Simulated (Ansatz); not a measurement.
Computed with Ansatz on PBE0-D4/def2-TZVP structures; ΔE is electronic, products minus reactants. CBS: MP2 limit from def2 TZ/QZ plus the TZ coupled-cluster correction, frozen cores. Functionals use def2-TZVPP. B3LYP here is the variant with VWN-RPA as its local correlation; programs differ in this. def2 core potentials past Kr. For Ga, Sb outer-core shells are correlated without core-valence functions, which leaves a few kJ/mol of doubt a bond. Scalar relativity is left out up to krypton. Each species was taken in one conformer, which may not be the lowest.

Consider the cleavage of the Si–B bond: `N[B]([SiH3])[SbH2]` + `[OH][Ga]([OH])[Cl]` → `[OH][Ga]([Cl])[O][SiH3]` + `N[BH][SbH2]`.

| level | ΔE (kcal/mol) | difference from CCSD(T)/CBS |
| --- | --- | --- |
| PBE0-D4 | -22.6 | 3.2 |
| B3LYP-D4 | -26.2 | -0.4 |
| ωB97M-V | -26.6 | -0.8 |
| PBE0 | -23.0 | 2.8 |
| HF/def2-TZVPP | -34.2 | -8.4 |
| MP2/def2-TZVPP | -27.5 | -1.7 |
| SCS-MP2/def2-TZVPP | -28.8 | -3.0 |
| HF/CBS(def2) | -34.8 | -9.0 |
| MP2/CBS(def2) | -26.9 | -1.1 |
| CCSD/CBS(def2) | -26.9 | -1.1 |
| CCSD(T)/CBS | -25.8 | 0 |

Largest T1 diagnostic among the species: 0.014.

From PBE to PBE0 (25 % exact exchange), in def2-TZVPP and without D4, ΔE moves by −2.4 kcal/mol. In def2-TZVPP, CCSD(T) changes the Hartree–Fock value by +7.9 kcal/mol (the triples alone add +1.1 kcal/mol) and MP2 by +6.8 kcal/mol.
